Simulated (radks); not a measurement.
Values are calculated unless marked as measured or tabulated.
All-electron atom: the silver ion Ag+ in [Kr] 4d10. Level of theory: scalar-relativistic Kohn-Sham, SCAN, spin-polarised, spherical densities, finite nucleus; meta-GGA in the generalised Kohn-Sham scheme; Fermi nuclear charge, rms radius 4.5454 fm (a radial shooting solver on a logarithmic mesh with Libxc functionals). Some entries of the table are withheld. Estimate them.

orbital,occ.,eigenvalue (eV),<r^2> (bohr^2)
1s,2,(1),0.001309
2s,2,-3759.914,(2)
2p,6,-3369.831,0.01691
3s,2,-702.0479,0.1546
3p,6,-572.7314,0.1564
3d,10,-369.7508,0.1425
4s,2,-106.0954,0.9497
4p,6,-68.6608,(3)
4d,10,-15.7950,2.326

Answer. 
(1) 1s eigenvalue (eV): -25387.31
(2) 2s <r^2> (bohr^2): 0.02144
(3) 4p <r^2> (bohr^2): 1.154
